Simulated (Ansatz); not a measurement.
Reaction (substitution at a C–B bond): `BCCN` + `BN` → `BNCCN` + BH₃

Program: Ansatz. Geometries: PBE0-D4/def2-TZVP. ΔE: electronic, gas phase. CCSD(T)/CBS adds triple-zeta CCSD(T) − MP2 to the extrapolated MP2 energy (def2 sets, frozen cores). This one scheme is used for every species. One conformer a species, not always the lowest.

| species | CCSD/CBS(def2) energy (Eh) |
| --- | --- |
| `BCCN` | -160.36088 |
| `BN` | -81.92296 |
| `BNCCN` | -215.71105 |
| BH₃ | -26.54949 |

Task: Work out ΔE.

Result: ΔE = (-215.71105) + (-26.54949) − (-160.36088) − (-81.92296) = 0.02330 Eh = +61.2 kJ/mol. CCSD(T)/CBS gives +60.5 kJ/mol.

Largest T1 diagnostic among the species: 0.012.

The D4 term adds −5.0 kJ/mol with B3LYP and −2.8 kJ/mol with PBE0; it sums over pairs of atoms, weighted by their polarisabilities, and B3LYP, whose exchange is more repulsive, gets the larger term.

B3LYP here is the variant with VWN-RPA as its local correlation; programs differ in this.
